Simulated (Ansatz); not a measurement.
Reactions of C3H7NOS (`CC1(O)NCS1`).

Calculated with Ansatz (gas phase, PBE0-D4/def2-TZVP geometries, no zero-point term in ΔE). CCSD(T)/CBS is the MP2 limit (def2-TZVPP, def2-QZVPP) plus CCSD(T) − MP2 in def2-TZVPP, frozen cores. This one scheme is used for every species, atoms too. Functionals use def2-TZVPP. B3LYP here is the variant with VWN-RPA as its local correlation; programs differ in this. No spin–orbit coupling; open shells (•) take unrestricted orbitals. Spin–orbit coupling would lower the free atoms: a little for C, O, S. For Ge outer-core shells are correlated without core-valence functions, so the limit isn't a true one: a few kJ/mol of doubt a bond, and 10 to 20 or more in all where bonds break to atoms. Scalar relativity is left out up to krypton. Each species was taken in one conformer, which may not be the lowest.

```json
{"reaction": "`CC1(O)NCS1` → 3 C• + 7 H• + N• + O• + S•", "CCSD(T)/CBS(def2) (eV)": "51.75"}
{"reaction": "`CC1(O)NCS1` → `CC(N)(O)C=S`", "CCSD(T)/CBS(def2) (eV)": "-0.17"}
{"reaction": "`CC1(O)NCS1` + `NBCl` → `CNBCl` + `OC1NCS1`", "CCSD(T)/CBS(def2) (eV)": "?"}
{"reaction": "`CC1(O)NCS1` → `CS/C=C(/N)O`", "CCSD(T)/CBS(def2) (eV)": "-0.33"}
{"reaction": "`CC1(O)NCS1` + `Cl[SiH2][NH][GeH2][Cl]` → `C[N]([SiH2]Cl)[GeH2][Cl]` + `OC1NCS1`", "CCSD(T)/CBS(def2) (eV)": "0.85"}
{"reaction": "`CC1(O)NCS1` → `NC(S)CC=O`", "CCSD(T)/CBS(def2) (eV)": "?"}
{"reaction": "`CC1(O)NCS1` → `[CH2]` (triplet) + `OC1NCS1`", "CCSD(T)/CBS(def2) (eV)": "4.97"}
{"reaction": "`CC1(O)NCS1` → `CN1CSC1O`", "CCSD(T)/CBS(def2) (eV)": "0.37"}
{"reaction": "`CC1(O)NCS1` + H₂ → `OC1NCS1` + CH₄", "CCSD(T)/CBS(def2) (eV)": "-0.24"}
{"reaction": "`CC1(O)NCS1` → `CC(O)C(N)=S`", "CCSD(T)/CBS(def2) (eV)": "?"}
```

Problem. Fill in the missing values. (An estimate is asked.)

Solution. Computed: `CC1(O)NCS1` + `NBCl` → `CNBCl` + `OC1NCS1`: +0.78 eV; `CC1(O)NCS1` → `NC(S)CC=O`: -0.06 eV; `CC1(O)NCS1` → `CC(O)C(N)=S`: -0.78 eV.

Largest T1 diagnostic: 0.015, for `CC(O)C(N)=S`.
